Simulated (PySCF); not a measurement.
# What a mistake does to a calculation on B2ClH3N

All numbers below are calculated, not measured. They come from PySCF 2.14.0, an open-source quantum chemistry program, on an isolated molecule that a program drew, which may never have been made. The molecule is B2ClH3N (charge 0, doublet), drawn as the SMILES string `[BH]B(N)Cl`.

Each row is a Hartree-Fock (HF) and frozen-core CCSD(T) single point in the cc-pV(D+d)Z basis, meant for a local HF minimum. Run 1 is clean. Each other run has one planted mistake out of seven kinds, and not every kind appears here: one electron removed, one electron added, multiplicity raised by two, geometry at a saddle point, minimal basis STO-3G, one bond length entered in bohr, all coordinates scaled. The reference is restricted for singlets and unrestricted otherwise, and also for a bond in bohr. Adding or removing an electron swaps singlet and doublet. Electrons count all cores. HOMO and LUMO are orbital energies over both spins, the gradient is its largest component, and the lowest frequency (negative if imaginary) is given only where the gradient is small. Bond lengths are over the 6 bonds as drawn. T1 is the CCSD diagnostic: over 0.02 (restricted) or 0.045 (unrestricted) a single reference is doubtful.

Geometry of the clean run:
```xyz
7
B2ClH3N, angstrom
B    -1.9364    0.3827    0.4742
B    -2.2709   -0.6488    1.7515
N    -2.0670   -2.0213    1.8159
Cl   -2.9122    0.1770    3.2278
H    -2.4633    0.9152   -0.4513
H    -2.2618   -2.5557    2.6375
H    -1.7032   -2.5547    1.0547
```

| run | electrons | basis functions | <S^2> | HOMO (eV) | LUMO (eV) | gradient (hartree/bohr) | lowest frequency (cm^-1) | mean bond (Å) | longest bond (Å) | T1 | HF (hartree) | CCSD(T) (hartree) | mistake |
|---|---|---|---|---|---|---|---|---|---|---|---|---|---|
| 1 | 37 | 80 | 0.759 | -8.78 | 1.58 | 4.3e-05 | 208 | 1.3436 | 1.809 | 0.0146 | -565.09155 | -565.59151 | no fault |
| 2 | 37 | 80 | 1.671 | -8.40 | -0.55 | 2.6e-02 | - | 1.6119 | 3.419 | 0.0393 | -564.96172 | -565.43900 | one bond length entered in bohr |
| 3 | 37 | 80 | 0.759 | -8.68 | 1.72 | 2.8e-02 | - | 1.3020 | 1.753 | 0.0139 | -565.08431 | -565.58112 | all coordinates scaled |
| 4 | 37 | 27 | 0.757 | -7.27 | 6.17 | 3.8e-02 | - | 1.3436 | 1.809 | 0.0168 | -558.80096 | -558.94940 | minimal basis STO-3G |
| 5 | 37 | 80 | 3.765 | -7.97 | -1.69 | 5.8e-02 | - | 1.3436 | 1.809 | 0.0319 | -564.93796 | -565.43671 | ? |
| 6 | 37 | 80 | 0.755 | -8.86 | 0.95 | 3.9e-05 | -469 | 1.3512 | 1.806 | 0.0149 | -565.08337 | -565.58393 | ? |

**Which mistake was planted in run 5, and what did it cost?**

Electrons, basis and geometry are unchanged, and <S^2> is 3.765, beside S(S+1) = 3.75 for a multiplicity of 4. So the mistake is: multiplicity raised by two. Subtracting run 1 and multiplying by 627.51 kcal/mol a hartree, the energy moved by 96.4 kcal/mol in HF and 97.1 kcal/mol in CCSD(T).

**Which mistake was planted in run 6, and what did it cost?**

The gradient is small, so the point is stationary, but the lowest frequency is imaginary (-469 cm^-1). So the mistake is: geometry at a saddle point. Subtracting run 1 and multiplying by 627.51 kcal/mol a hartree, the energy moved by 5.1 kcal/mol in HF and 4.8 kcal/mol in CCSD(T).

